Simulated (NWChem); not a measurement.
Molecule: InH2F; SMILES [F][InH2]

Computed with NWChem. The geometry was optimised at PBE-D3(BJ)/def2-SVP. def2 effective core potentials on In; no spin-orbit coupling. Level MN15/def2-SVP: energy and gradient on several grids; changes count from the extra-fine grid, which is no exact limit either.

```csv
grid,size of the energy change (μHa),largest change of a gradient component (μHa/bohr)
xcoarse,7000,10000
coarse,500,1000
medium,< 10,200
fine,< 10,< 30
xfine,< 10,< 30
```
